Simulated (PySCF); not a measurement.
**Working out the ionisation energy of Ir⁺**

Ir⁺ [Xe] 4f14 5d7 6s1 (5F) → Ir²⁺ [Xe] 4f14 5d7 (4F). Calculation: PySCF 2.14, in cc-pVDZ-PP with ECP60MDF; scalar relativity through the core potential. Frozen: 5s2 5p6. Energies in hartree (1 hartree = 27.21139 eV):

```
             part  Ir⁺ (lower)  Ir²⁺ (upper)
              UHF  -103.361281   -102.763184
MP2 opposite-spin    -0.075504     -0.063074
    MP2 same-spin    -0.063281     -0.044862
```

Problem. What does Hartree-Fock give?

Solution. (-102.763184) − (-103.361281) = 0.598097 hartree = 16.275 eV.

Problem. What do MP2 and SCS-MP2 (6/5 opposite-spin, 1/3 same-spin) give?

Solution. The opposite-spin parts differ by 0.338 eV and the same-spin parts by 0.501 eV. MP2: 16.275 + (0.338) + (0.501) = 17.114 eV. SCS-MP2: 16.275 + 1.2 × (0.338) + (0.501)/3 = 16.848 eV.

Reference: 17 ± 0.3 eV (semi-empirical (NIST evaluation); NIST Atomic Spectra Database, ionization energies), between the lowest levels; spin-orbit coupling is absent from the calculation.

A double-zeta basis recovers only part of the correlation energy.

What remains against the reference includes basis incompleteness, the frozen core and correlation beyond second order.
